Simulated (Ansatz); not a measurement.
```xyz
5

Ge   -0.0356    0.0261    0.0235
H     0.8951    0.9195    0.9251
H     0.9254   -0.8554   -0.8820
H    -0.8425    0.9050   -0.8745
H    -0.9051   -0.8424    0.8751
```

Basis set: STO-3G (spherical functions). Left uncorrelated: 9 orbitals. Charge 0, multiplicity 1.

Computed with Ansatz (development build ahead of 0.2.0); each method stands on the lowest determinant of its kind that the runs found. Restricted open shells among the atoms or ions are ROHF, correlated in semicanonical orbitals with singles.

The atomization energy at this shape (free ground-state atoms in the same class of orbitals less the molecule, no zero-point energy) of singlet GeH₄:

| method | atomization energy |
| --- | --- |
| RHF | 15.45 eV |

Task: What does RHF-MP2 give?

Result: 16.46 eV.

This basis has no polarisation functions and is too small for such energies, which can lie far from measured ones in either direction.
